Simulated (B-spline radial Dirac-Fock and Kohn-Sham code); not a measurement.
## Two-hole binding energies of Dy

System: the free dysprosium atom in the configuration [Xe] 4f9 6s2 6p1 (an excited configuration).

The run's input, task.json:

```json
{"items": [{
  "Z": 66,
  "q": 0,
  "cfg": [[1, 0, 2], [2, 0, 2], [2, 1, 6], [3, 0, 2], [3, 1, 6], [3, 2, 10], [4, 0, 2], [4, 1, 6], [4, 2, 10], [4, 3, 9], [5, 0, 2], [5, 1, 6], [6, 0, 2], [6, 1, 1]],
  "A": 164,
  "rrms": 5.2218,
  "do": ["binding", "quiet", "double"]
}]}
```

Command: `python xray_run.py task.json out`

Calculated with a B-spline atomic structure program, using relaxed Dirac-Fock hole states (ΔSCF) with Breit and QED corrections and a finite nucleus. U is the two-hole binding energy less the two single-hole energies, the effective repulsion of the holes after relaxation. Each two-hole energy is an average over J within one jj subconfiguration.

```
          holes  E(a) (eV)  E(b) (eV)  E(ab) (eV)  U (eV)
   1s⁻¹ 2p3/2⁻¹    53799.4     7804.5     61892.7   288.8
   1s⁻¹ 3d3/2⁻¹    53799.4     1346.9     55228.4    82.1
   1s⁻¹ 3d5/2⁻¹    53799.4     1311.4     55190.1    79.3
           2s⁻²     9067.4     9067.4     18318.9   184.2
   2s⁻¹ 2p1/2⁻¹     9067.4     8595.4           ?       ?
        2p3/2⁻²     7804.5     7804.5     15808.4   199.5
   2s⁻¹ 3p1/2⁻¹     9067.4     1860.9     11003.5    75.3
   2s⁻¹ 3d5/2⁻¹     9067.4     1311.4     10456.4    77.6
2p1/2⁻¹ 3d5/2⁻¹     8595.4     1311.4      9987.0    80.2
   2p3/2⁻¹ 3s⁻¹     7804.5     2065.4      9941.0    71.1
        3p1/2⁻²     1860.9     1860.9      3779.0    57.3
3p1/2⁻¹ 3p3/2⁻¹     1860.9     1694.1      3604.7    49.8
3d3/2⁻¹ 3d5/2⁻¹     1346.9     1311.4      2718.1    59.8
5p1/2⁻¹ 5p3/2⁻¹      39.78      34.68       86.02    11.6
```

Question: Give the missing two-hole energy and U.

Answer: E(ab) = 17837.1 eV and U = 174.3 eV.
